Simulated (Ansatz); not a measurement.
Total energies of AlFH$_{4}$OSi (`O[SiH2][AlH][F]`).

```xyz
8

O     0.412   -1.899   -0.039
Si    0.203   -0.461   -0.835
Al   -0.234    1.375    0.748
F    -0.639    0.846    2.267
H    -0.072   -2.018    0.779
H    -0.910   -0.552   -1.830
H     1.445   -0.234   -1.623
H    -0.206    2.943    0.532
```

Charge 0, multiplicity 1. The geometry is a stationary point of PBE0-D4/def2-TZVP. It is one conformer, not always the lowest. Basis def2-TZVPP, Ansatz 0.2.0.

RPA on PBE orbitals: Hartree–Fock energy of these orbitals -707.63553 Eh, correlation -1.13235 Eh (frozen core).

```csv
functional,energy without D4 (Eh),D4 term (kJ/mol)
r2SCAN,-709.46317,-3.2
BHLYP,-709.52831,-18.2
```

**Question.** Give the same for LDA (SPW92), PBE, revPBE, BLYP, B97M-V, PBE0, B3LYP, r2SCANh, r2SCAN0, HSE06 (plane-wave form), CAM-B3LYP, LC-ωPBE, ωB97X-V, ωB97M-V, B2PLYP, PBE-QIDH. (Best estimate.)

**Answer.** Computed: 
| functional | energy without D4 (Eh) | D4 term (kJ/mol) |
| --- | --- | --- |
| LDA (SPW92) | -706.18065 | – |
| PBE | -709.12724 | -13.3 |
| revPBE | -709.41898 | -36.2 |
| BLYP | -709.57589 | -28.7 |
| B97M-V | -709.40565 | – |
| PBE0 | -709.18000 | -11.3 |
| B3LYP | -709.64631 | -21.6 |
| r2SCANh | -709.44944 | -3.4 |
| r2SCAN0 | -709.42991 | -3.8 |
| HSE06 (plane-wave form) | -709.15963 | -10.7 |
| CAM-B3LYP | -709.56467 | -11.7 |
| LC-ωPBE | -709.32530 | – |
| ωB97X-V | -709.45043 | – |
| ωB97M-V | -709.50430 | – |
| B2PLYP | -709.25976 | – |
| PBE-QIDH | -708.98754 | – |

B3LYP takes the VWN-RPA correlation (the form of Gaussian; ORCA's B3LYP/G). HSE06 is the plane-wave form, built on full-range PBE exchange. The double hybrids freeze the cores in their second-order part.

LC-ωPBE has ω = 0.4 bohr⁻¹.
